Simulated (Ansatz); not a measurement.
SbCl₄, SMILES [Sb]([Cl])([Cl])([Cl])[Cl], multiplicity 2.

Coordinates come from a PBE-D3(BJ)/def2-SVP optimisation. The spin state was assumed, not searched. The isomer is the one that the SMILES or the coordinates give; other isomers of the formula were not compared. The def2 effective core potentials stand for the cores of Sb; spin–orbit coupling is left out.

Two levels are set side by side: PBE/def2-TZVPD (Ansatz, a program for electronic structure) and PBE0/def2-TZVPD (Ansatz). Energy differences of separate SCF runs at the same geometry; the states with an electron removed or added have multiplicity 1 and 1. Differences are taken from unrounded values.

```tsv
quantity	PBE0	PBE	PBE minus PBE0
vertical ionisation energy (eV)	9.27	9.14	-0.13
vertical electron affinity (eV)	3.77	3.73	-0.04
```

On these quantities the two levels nearly agree.
